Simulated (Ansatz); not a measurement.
Relaxation of CH10AlBSi2 (15 atoms, charge 0, multiplicity 1), to a largest force component of 0.015 eV/Å in at most 40 steps.

These are results of Ansatz 0.2.0, RKS revPBE-D4/6-31G*, not measurements.

```xyz
15
Properties=species:S:1:pos:R:3
C -1.485 -0.224 1.506
B 0.010 -0.376 1.792
Si 1.211 -0.933 0.384
Si 2.015 -2.995 0.737
Al 3.522 -2.846 2.635
H -1.761 -0.425 0.439
H -1.786 0.881 1.682
H -2.083 -0.821 2.159
H 0.428 -0.174 2.928
H 0.399 -1.004 -0.896
H 2.266 0.048 0.213
H 2.751 -3.449 -0.387
H 0.949 -3.899 1.157
H 4.768 -1.882 2.608
H 3.202 -3.677 3.954
```

Question: Where does it end, and by what steps?

Answer: The forces met the threshold. After 35 steps the energy has fallen by 1.080 eV; H15 moved furthest, 2.32 Å. Joined: B2–Si4, B2–Al5, Al5–H9.

```tsv
step	energy less start (eV)	largest force component (eV/Å)	accepted
0	0.0000	1.982	yes
2	-0.4964	0.248	yes
4	-0.5146	0.154	yes
6	-0.5219	0.059	yes
8	-0.5282	0.237	yes
10	-0.5339	0.067	yes
12	-0.5376	0.032	yes
14	-0.5402	0.068	yes
16	-0.5428	0.078	yes
18	-0.5429	0.149	yes
20	-0.5488	0.114	yes
22	-0.5711	0.158	yes
24	-0.6583	0.252	yes
26	-0.8325	0.284	yes
28	-1.0024	0.654	yes
30	-1.0644	0.254	yes
32	-1.0790	0.065	yes
34	-1.0797	0.043	no
35	-1.0801	0.009	yes
```

```xyz
15
Properties=species:S:1:pos:R:3
C -0.685 -1.004 1.978
B 0.858 -0.800 1.559
Si 1.246 -0.450 -0.356
Si 1.558 -2.620 0.487
Al 2.091 -2.080 2.955
H -1.292 -1.418 1.153
H -1.106 -0.008 2.213
H -0.840 -1.648 2.861
H 1.657 -0.321 2.406
H 0.104 -0.269 -1.305
H 2.549 0.083 -0.862
H 2.945 -3.141 0.247
H 0.489 -3.658 0.358
H 3.671 -1.843 3.068
H 1.160 -2.597 4.149
```

The run took 60 s on 2 threads of INTEL(R) XEON(R) PLATINUM 8581C CPU @ 2.10GHz (Emerald Rapids), on a shared host, peak memory 0.19 GiB.
